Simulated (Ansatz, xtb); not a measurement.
## C4H7NO2Si: where a starting geometry ends

The starting geometry of this gas-phase singlet was built from a drawn formula by distance geometry and a force field; its bonds are those of `CN1[SiH2]C=C1OC=O`.

```xyz
15

C    -0.5126   -3.5644   -0.6601
C    -0.5202   -0.6967    1.0248
C    -1.2447   -1.8027    0.7955
C    -2.6862   -1.9485    2.6171
N    -0.6769   -2.2058   -0.3092
O    -2.2445   -2.3575    1.3860
O    -2.2397   -1.0549    3.3697
Si    0.6419   -1.1473   -0.2743
H     0.1026   -4.1626    0.1020
H    -0.0703   -3.6901   -1.6652
H    -1.4949   -4.0872   -0.7565
H     1.8773   -1.9184    0.1268
H     0.6963   -0.3613   -1.5080
H    -0.5002    0.0778    1.7675
H    -3.5732   -2.4999    2.8089
```

Predict what becomes of its bonds when it is optimised with r2SCAN-D4/def2-SVP.

It keeps its bonds, and is `CN1[SiH2]C=C1OC=O`.

The energy falls by 1.68 eV over 11 steps:

```csv
step,E − E(last) (eV)
1,1.680
2,0.401
3,0.064
4,0.010
5,0.004
7,0.001
8,0.001
9,0.000
10,0.000
11,0.000
```

Final geometry (Å):

```xyz
15

C    -0.6164   -3.7147   -0.6272
C    -0.3299   -0.6530    1.1915
C    -1.0698   -1.7446    0.8272
C    -2.7429   -1.9372    2.5219
N    -0.6141   -2.2892   -0.3737
O    -2.1494   -2.3899    1.3815
O    -2.4547   -0.9518    3.1311
Si    0.6992   -1.0493   -0.2867
H     0.0335   -4.2899    0.0632
H    -0.2710   -3.8984   -1.6550
H    -1.6389   -4.1142   -0.5423
H     2.0396   -1.6770   -0.0946
H     0.7530   -0.1327   -1.4614
H    -0.5324    0.0754    1.9682
H    -3.5511   -2.6533    2.7811
```

From the same start GFN2-xTB reaches the same bonding as this run.

No frequencies were run, so the end isn't proven a minimum. Run with Ansatz 0.2.0, 37 s on 4 threads of Arm Neoverse V1, with other jobs on the host.
